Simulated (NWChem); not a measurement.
Species: CH6F2Si2; SMILES FC[SiH2][SiH2]F

```xyz
11

F      0.4146    -2.9310    -0.0221
C      0.6529    -1.6162     0.3131
Si    -0.7870    -0.5113    -0.2707
Si    -0.3311     1.7267     0.2744
F      1.1370     2.0968    -0.3427
H      1.5978    -1.2851    -0.1538
H      0.7846    -1.5388     1.4074
H     -2.0550    -0.9309     0.4027
H     -0.9525    -0.6533    -1.7487
H     -0.2684     1.9341     1.7526
H     -1.3352     2.6648    -0.3079
```
Atoms are numbered in this order, from 1.

Computed with NWChem. Medium grid unless said otherwise, to which SCAN and Minnesota functionals are sensitive. The geometry was optimised at PBE0/def2-SVP. Hybrids' shares of exact exchange are those that their runs print; pure functionals count as 0. The functionals differ in more than this share.

```csv
row,share of exact exchange,orbital gap (eV)
PBE/def2-SVP,0.00,5.48
PW91/def2-SVP,0.00,5.49
TPSSh/def2-SVP,0.10,withheld
B3LYP/def2-SVP,0.20,7.34
PW6B95/def2-SVP,0.28,7.84
MN15/def2-SVP,0.44,8.76
BHandHLYP/def2-SVP,0.50,9.94
```

Fit a straight line of the last column on the one before it, predict the withheld value, and compare with the run.


1. Means of the 6 shown rows: x = 0.237, y = 7.475. Slope Σ(x − x̄)(y − ȳ)/Σ(x − x̄)² = 1.873/0.2259 = 8.290; intercept 5.513.
2. The shown rows scatter about the line by 0.212 (root mean square); the largest residual is -0.40, at MN15/def2-SVP.
3. At x = 0.10 (TPSSh/def2-SVP; inside the shown range) the line gives 6.34.
4. The run gives 6.70, +0.36 from the line, 1.7 times the scatter.
